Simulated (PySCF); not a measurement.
## Ionisation energy of Hg²⁺ by level of theory

Hg²⁺ [Xe] 4f14 5d10 (1S) → Hg³⁺ [Xe] 4f14 5d9 (2D), as a difference of total energies. Calculation: PySCF 2.14, in aug-cc-pVTZ-PP with one added diffuse shell each of s, p, d, f, g type with ECP60MDF (7s7p6d4f3g, 113 functions); scalar relativity through the core potential. Correlated levels: valence: 5s2 5p6 frozen. The calculations carry no spin-orbit coupling.

```json
{"method": "UHF", "ionisation energy (eV)": "33.516"}
{"method": "LDA", "ionisation energy (eV)": "35.642"}
{"method": "PBE", "ionisation energy (eV)": "35.254"}
{"method": "PBE0", "ionisation energy (eV)": "35.141"}
{"method": "r2SCAN", "ionisation energy (eV)": "35.123"}
{"method": "wB97X-V", "ionisation energy (eV)": "35.023"}
{"method": "M06", "ionisation energy (eV)": "35.637"}
{"method": "B2PLYP", "ionisation energy (eV)": "35.161"}
{"method": "MP2 (valence)", "ionisation energy (eV)": "35.372"}
{"method": "SCS-MP2 (valence)", "ionisation energy (eV)": "35.198"}
```

Question: How much does correlation contribute at MP2 (valence)?

Answer: 35.372 − (33.516) = 1.856 eV, measured against UHF.

The reference lies between the lowest fine-structure levels, while these numbers refer to the centres of the terms.

Errors of the correlated levels include the incompleteness of this basis and the frozen core.

For comparison: 34.49 ± 0.05 eV (measured; NIST Atomic Spectra Database, ionization energies).
